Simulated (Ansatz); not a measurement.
Ga₇P₈H₂₆²⁺, a nanocrystal cut from zinc blende GaP (hydrogen-capped). Total charge 2; doublet. Geometry r2SCAN-D4/def2-SVP, that of the charge +1 singlet; atoms count from 1.

```xyz
41

Ga    0.855    1.509   -4.831
Ga    3.498   -0.777   -2.241
Ga   -0.618   -1.163   -1.633
Ga    0.254   -1.029    2.150
Ga    1.186    2.144   -0.121
Ga   -3.885   -1.328    2.154
Ga   -1.895    2.096    3.824
P    -0.812    0.260   -3.548
P     1.563   -2.151   -1.899
P    -1.698   -2.364    2.431
P     2.907    0.296   -4.285
P     3.239    0.887   -0.563
P    -0.249    0.242    0.215
P     0.023    0.595    3.871
P    -3.632    0.417    3.800
H     0.565    1.182   -6.324
H     1.005    2.890   -4.137
H     4.840   -1.559   -2.251
H    -1.724   -2.253   -1.533
H     1.615   -1.789    2.059
H     0.834    2.818   -1.481
H     1.421    2.849    1.249
H    -4.964   -2.351    2.606
H    -3.786   -0.637    0.755
H    -1.857    2.701    2.385
H    -1.927    2.876    5.168
H    -1.596   -0.482   -4.469
H    -1.796    1.203   -3.152
H     1.535   -3.131   -2.926
H     1.807   -3.000   -0.787
H    -1.575   -3.454    1.529
H    -1.578   -3.082    3.652
H     3.163   -0.693   -5.272
H     3.996    1.159   -4.574
H     4.310    1.792   -0.788
H     3.728    0.276    0.622
H    -1.542    0.771    0.480
H     1.221    1.356    3.866
H     0.182   -0.060    5.122
H    -4.856    1.138    3.777
H    -3.757   -0.151    5.096
```

Single mean-field runs in def2-SVP are fitted with def2-universal-jkfit.

Problem. Estimate the Mulliken populations of the heavy atoms from the PBE0/def2-SVP orbitals of Ansatz.

Solution. 
```json
{"atom": "Ga1", "charge (e)": "0.26", "spin (α − β)": "0.01"}
{"atom": "Ga2", "charge (e)": "0.37", "spin (α − β)": "0.01"}
{"atom": "Ga3", "charge (e)": "0.34", "spin (α − β)": "0.00"}
{"atom": "Ga4", "charge (e)": "0.31", "spin (α − β)": "0.03"}
{"atom": "Ga5", "charge (e)": "0.24", "spin (α − β)": "0.03"}
{"atom": "Ga6", "charge (e)": "0.26", "spin (α − β)": "0.03"}
{"atom": "Ga7", "charge (e)": "0.26", "spin (α − β)": "0.03"}
{"atom": "P8", "charge (e)": "-0.18", "spin (α − β)": "0.06"}
{"atom": "P9", "charge (e)": "-0.22", "spin (α − β)": "0.00"}
{"atom": "P10", "charge (e)": "-0.17", "spin (α − β)": "0.09"}
{"atom": "P11", "charge (e)": "-0.20", "spin (α − β)": "0.02"}
{"atom": "P12", "charge (e)": "-0.22", "spin (α − β)": "0.00"}
{"atom": "P13", "charge (e)": "-0.37", "spin (α − β)": "0.15"}
{"atom": "P14", "charge (e)": "-0.18", "spin (α − β)": "0.03"}
{"atom": "P15", "charge (e)": "-0.16", "spin (α − β)": "0.16"}
```
Mulliken values depend strongly on the basis.

Problem. Where does the spin sit?

Solution. Summed by element: Ga 0.13, P 0.50, H 0.37, of 1 unpaired in all. Largest on single atoms: P15 0.16, P13 0.15, H23 0.10.

Problem. And the Mayer bond orders between heavy atoms (over 0.3)?

Solution. Ga1–P8 0.59 (2.45 Å); Ga1–P11 0.62 (2.45 Å); Ga2–P9 0.70 (2.40 Å); Ga2–P11 0.77 (2.38 Å); Ga2–P12 0.76 (2.38 Å); Ga3–P8 0.76 (2.39 Å); Ga3–P9 0.72 (2.41 Å); Ga3–P13 0.79 (2.35 Å); Ga4–P10 0.72 (2.38 Å); Ga4–P13 0.75 (2.37 Å); Ga4–P14 0.78 (2.38 Å); Ga5–P12 0.63 (2.45 Å); Ga5–P13 0.58 (2.41 Å); Ga6–P10 0.64 (2.44 Å); Ga6–P15 0.63 (2.41 Å); Ga7–P14 0.63 (2.44 Å); Ga7–P15 0.62 (2.42 Å).
